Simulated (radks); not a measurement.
Problem. Radial electron density D(r) = 4 pi r^2 rho(r) of an atom or ion with 24 electrons. All-electron calculation, scalar-relativistic Kohn-Sham, LDA (Slater exchange, VWN5 correlation), spin-polarised, spherical densities, finite nucleus; Fermi nuclear charge, rms radius of each element as measured or else 0.836 A^(1/3) + 0.57 fm. Program: a radial shooting solver on a logarithmic mesh with Libxc functionals.

r (bohr)  D(r) (e/bohr)  spin D(r)
0.004309          8.742  -0.000507
0.00539           12.31  -0.000711
0.006744          16.95  -0.000976
0.00837           22.51   -0.00129
0.01047           29.24   -0.00166
0.0131            36.44   -0.00205
0.01639           43.21   -0.00237
0.0205            48.24   -0.00246
0.02565           50.30   -0.00189
0.03209           48.90   0.000641
0.04015           45.28    0.00914
0.05023           42.51     0.0354
0.06284           44.14      0.111
0.07862           51.05      0.307
0.09836           58.98      0.769
0.1231            60.40       1.72
0.154             51.61       3.41
0.1926            38.66       5.86
0.241             32.57       8.56
0.2991            35.65       10.3
0.3741            38.18       9.95
0.4681            30.69       7.34
0.5856            16.67       3.92
0.7326            5.720       1.42
0.9166            1.144      0.317
1.147            0.1201     0.0387
1.435          0.005812    0.00221

What is the nuclear charge?

Solution. Z = 40. The innermost maximum, from 1s, lies near gamma/Z bohr with gamma = sqrt(1 - (Z/c)^2) = 0.956, here 0.0239 bohr (found: 0.0261), and its height grows with Z. The density is that of the zirconium ion Zr16+ in [Ar] 3d6; the configuration itself is not fixed sharply by these data, and Z only to a few units. D(r) has 3 maxima, at r = 0.0261, 0.114, 0.359 bohr, and minima at 0.0527, 0.243 bohr, inside which lie 2.04, 11.03 electrons.
